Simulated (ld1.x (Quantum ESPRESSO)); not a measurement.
## hydrogen PAW: all-electron and pseudo phase curves

| Quantity | Value |
| --- | --- |
| Element | H (Z = 1) |
| Generator | ld1.x (Quantum ESPRESSO) 7.5 |
| Type | PAW |
| Functional | PBE |
| Relativity | scalar-relativistic |
| Frozen core | none |
| Valence charge | 1 |
| Reference configuration | 1s1 |
| Partial waves | 1s (bound): rcut 0.55, rcutus 0.75 bohr; 1s channel at 4.25 Ry: rcut 0.55, rcutus 0.75 bohr; 2p channel at 0.3 Ry: rcut 0.55, rcutus 0.65 bohr; 2p channel at 2.5 Ry: rcut 0.55, rcutus 0.65 bohr |
| Local potential | all-electron potential smoothed inside 0.65 bohr (lloc = -1) |
| Core correction | none |
| Augmentation charge | BESSEL, radius 0.50 bohr |

The phase is arctan(r·u′/u) with u = r·R(r), unwrapped; energies in Ry, scanned from -2 to 5 Ry. A pole is an energy at which the radial function vanishes at the test radius. The pseudo phase is shifted by a multiple of π to meet the all-electron one at the reference energy, and phase errors are pseudo minus all-electron; the curves can meet again beyond the range given. Levels narrower than the energy grid can be missing from the lists of poles.

```json
{"channel": "s", "radius (bohr)": "0.84", "reference energy (Ry)": "-0.48", "poles, all-electron": "none", "poles, pseudo": "none", "unbroken range about the reference energy with phases within 0.05 rad": "the whole range", "phase error 1 Ry above the reference energy (rad)": "+0.000"}
{"channel": "p", "radius (bohr)": "0.84", "reference energy (Ry)": "0.30", "poles, all-electron": "none", "poles, pseudo": "none", "unbroken range about the reference energy with phases within 0.05 rad": "the whole range", "phase error 1 Ry above the reference energy (rad)": "+0.000"}
```

Phases in the s channel:

```csv
E (Ry),all-electron,pseudo
-2.00,0.603,0.603
-1.52,0.494,0.494
-1.04,0.361,0.361
-0.56,0.202,0.202
-0.08,0.017,0.017
0.40,-0.186,-0.186
0.88,-0.392,-0.392
1.36,-0.585,-0.585
1.84,-0.755,-0.755
2.32,-0.899,-0.899
2.80,-1.017,-1.017
3.28,-1.114,-1.114
3.76,-1.194,-1.194
4.24,-1.261,-1.261
4.72,-1.317,-1.317
```
